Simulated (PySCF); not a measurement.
Magnetic susceptibility: `C#C[P@](=O)(O)C(=C)C`, C5H7O2P

Geometry:
| atom | x (Å) | y (Å) | z (Å) |
| --- | --- | --- | --- |
| C1 | 2.858 | -1.493 | -0.026 |
| C2 | 1.981 | -0.697 | -0.215 |
| P3 | 0.782 | 0.561 | -0.605 |
| O4 | 0.943 | 1.165 | -1.931 |
| O5 | 0.989 | 1.656 | 0.561 |
| C6 | -0.851 | -0.151 | -0.237 |
| C7 | -0.984 | -1.397 | 0.179 |
| C8 | -1.958 | 0.805 | -0.519 |
| H9 | 3.611 | -2.203 | 0.161 |
| H10 | 1.381 | 2.438 | 0.167 |
| H11 | -0.127 | -2.027 | 0.349 |
| H12 | -1.954 | -1.828 | 0.373 |
| H13 | -1.845 | 1.192 | -1.532 |
| H14 | -2.932 | 0.332 | -0.417 |
| H15 | -1.898 | 1.653 | 0.165 |

Level of theory: GIAO PBE0/pcSseg-1 magnetisability, rotational g tensor and spin-rotation constants, non-relativistic, gas phase in PySCF 2.14.0. Geometry: GFN2-xTB.

Task: What are the magnetisability and the molar susceptibility?

Result: Isotropic -1248 × 10⁻³⁰ J/T², or -75.2 × 10⁻⁶ cm³/mol; principal values -1354, -1264, -1127 × 10⁻³⁰ J/T², anisotropy 198 × 10⁻³⁰ J/T² (root of half the summed squared differences of the principal values). The susceptibility is in cgs units.

Task: Split it along the inertial axes a, b, c into diamagnetic and paramagnetic parts about the centre of mass, with the quadrupole moment.

Result: 
```tsv
axis	χ (10⁻⁶ cm³/mol)	diamagnetic (10⁻⁶ cm³/mol)	paramagnetic (10⁻⁶ cm³/mol)	summed x² of all electrons (Å²)	quadrupole Θ (D Å)
a	-73.4	-597.3	523.9	165.8	+12.03
b	-70.6	-880.3	809.7	99.1	+3.13
c	-81.5	-1123.9	1042.4	41.7	-15.17
```
Anisotropies 2χaa − χbb − χcc = +5.3 and 2χbb − χaa − χcc = +13.7 × 10⁻⁶ cm³/mol. Θ is traceless in Buckingham's convention.

Task: And the rotational g tensor?

Result: 
| axis | rotational constant (GHz) | g | nuclear part | electronic part |
| --- | --- | --- | --- | --- |
| a | 2.3937 | -0.0275 | 0.5616 | -0.5891 |
| b | 1.5446 | -0.0160 | 0.5716 | -0.5876 |
| c | 1.1784 | -0.0002 | 0.5769 | -0.5771 |

Asymmetric top; isotopes 12C, 1H, 16O, 31P; no vibrational averaging.
